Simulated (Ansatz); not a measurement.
Te₄Pt, relaxed as a singlet with RKS B3LYP-D4/def2-SVP in Ansatz, starting from the GFN2-xTB geometry. Force threshold 0.02 eV/Å.

In the def2 sets Pt, Te take a core potential; there is no spin–orbit coupling. The restricted singlet is unstable towards broken spin symmetry in Hartree–Fock (as tested in another run); at B3LYP-D4/def2-SVP this wasn't settled. Another isomer (singlet) lies 0.08 eV lower at PBE0-D4/def2-TZVP; other spin states weren't run for this one.

Start:

Cartesian coordinates in Å:
```
Pt 0.837 -0.908 0.602
Te -1.695 1.342 0.325
Te 0.322 0.562 -1.341
Te 0.093 -2.111 -1.657
Te 0.443 1.115 2.071
```

```
step  energy (eV)  largest force component (eV/Å)  SCF passes
   1  -32434.6334                           1.153          23
   2  -32434.7025                           1.109          34
   3  -32434.8264                           0.165          31
   4  -32434.8304                           0.029          32
   5  -32434.8305                           0.011          31
```

Force components are those of the run's own axes.

End:

| atom | x (Å) | y (Å) | z (Å) |
| --- | --- | --- | --- |
| Pt1 | 0.875 | -0.932 | 0.594 |
| Te2 | -1.756 | 1.513 | 0.377 |
| Te3 | 0.268 | 0.520 | -1.395 |
| Te4 | 0.181 | -2.207 | -1.713 |
| Te5 | 0.433 | 1.107 | 2.137 |

By distances, no bond broke or formed. The bond that changes most is Te2–Te3, from 2.73 to 2.87 Å (atoms count from 1).

No frequencies were taken in this run, so the end may be a saddle point.

Run time 23 s (4 threads of Arm Neoverse V1 on a shared host).
